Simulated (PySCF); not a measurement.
Excitations are Tamm–Dancoff values on a coarser integration grid. The basis has no diffuse functions, so Rydberg states are missing or too high.

Cartesian coordinates (Å):
```xyz
10

C      0.8009    -1.0449     0.6968
Si     1.4600     0.4813     0.2409
Si    -0.4933     1.2735    -0.7007
Si    -0.9481    -0.8980     0.0959
H      1.2529    -1.8922     1.2010
H      2.8570     0.9548     0.4658
H     -0.4674     1.5179    -2.1675
H     -1.1245     2.4401    -0.0280
H     -1.9944    -0.9595     1.1574
H     -1.3431    -1.8732    -0.9616
```
Charge 0, spin multiplicity 1.

Problem. What is the computed LUMO, S1 excitation (TDA), total energy, S1 oscillator strength and S1–T1 gap (TDA) (PBE0-D3(BJ)/def2-TZVP (PySCF))?

Solution. 
The LUMO is -1.73 eV, the S1 excitation (TDA) is 4.50 eV and the total energy comes out as -909.7726 Ha. The S1 oscillator strength is 0.001 and the S1–T1 gap (TDA) is 1.88 eV.
